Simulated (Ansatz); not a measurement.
A nudged elastic band was laid between two geometries of BFGaH$_{3}$O (7 atoms, charge 0, multiplicity 1).

All numbers below come from Ansatz 0.2.0, RKS PBE0/def2-SVP.

```yaml
movable_images: 5
climbing_image: yes
spring: 5.0 eV/Å²
optimiser: quadratic models (default)
start_path: IDPP
force_threshold: 0.03 eV/Å
iteration_limit: 60
end_points: relaxed
```

Image 0:

```xyz
7
Properties=species:S:1:pos:R:3
B -0.969 1.213 -0.310
Ga 0.124 -0.505 0.057
O 1.844 -0.574 0.502
F -0.582 -2.121 -0.043
H -1.039 1.678 -1.421
H -1.556 1.777 0.580
H 2.178 -1.468 0.633
```

Image 6:

```xyz
7
Properties=species:S:1:pos:R:3
B -0.855 1.138 -0.280
Ga 0.036 -0.708 0.044
O 1.690 -1.185 0.500
F -0.938 -2.160 -0.134
H -0.868 1.640 -1.377
H -1.383 1.741 0.623
H 2.318 -0.467 0.625
```

Q: What changes between the two ends?

A: No bond is made or broken. The dihedral F4–Ga2–O3–H7 changes from 0 to 180° by way of a nearly straight angle Ga2–O3–H7 (up to 176°), not by a turn about the bond.

Q: What energy profile does the band end with?

A: It converged. The highest image is number 3 of 0 to 6, 8.8 kcal/mol above the first end and 6.4 kcal/mol above the last; the last end lies 2.3 kcal/mol above the first. A vibrational analysis at the climbing image gives 2 clearly imaginary modes (612i, 448i cm⁻¹): a point of higher order, so a lower path passes nearby.

```json
{"image": "0", "path coordinate (Å)": "0.00", "energy (kcal/mol)": "0.0", "angle Ga2–O3–H7 (°)": "114"}
{"image": "1", "path coordinate (Å)": "0.31", "energy (kcal/mol)": "1.0", "angle Ga2–O3–H7 (°)": "125"}
{"image": "2", "path coordinate (Å)": "0.62", "energy (kcal/mol)": "5.0", "angle Ga2–O3–H7 (°)": "150"}
{"image": "3", "path coordinate (Å)": "0.93", "energy (kcal/mol)": "8.8", "angle Ga2–O3–H7 (°)": "176"}
{"image": "4", "path coordinate (Å)": "1.19", "energy (kcal/mol)": "6.1", "angle Ga2–O3–H7 (°)": "148"}
{"image": "5", "path coordinate (Å)": "1.45", "energy (kcal/mol)": "2.9", "angle Ga2–O3–H7 (°)": "124"}
{"image": "6", "path coordinate (Å)": "1.71", "energy (kcal/mol)": "2.3", "angle Ga2–O3–H7 (°)": "116"}
```

Q: What is the geometry of the highest image?

A: 
```xyz
7
Properties=species:S:1:pos:R:3
B -0.829 1.266 -0.278
Ga -0.053 -0.629 0.019
O 1.574 -1.036 0.461
F -1.047 -2.072 -0.167
H -0.803 1.784 -1.367
H -1.319 1.886 0.634
H 2.478 -1.198 0.698
```

Time of the run: 2.1 min on 1 thread of Arm Neoverse V1, on a shared host, peak memory 0.18 GiB.
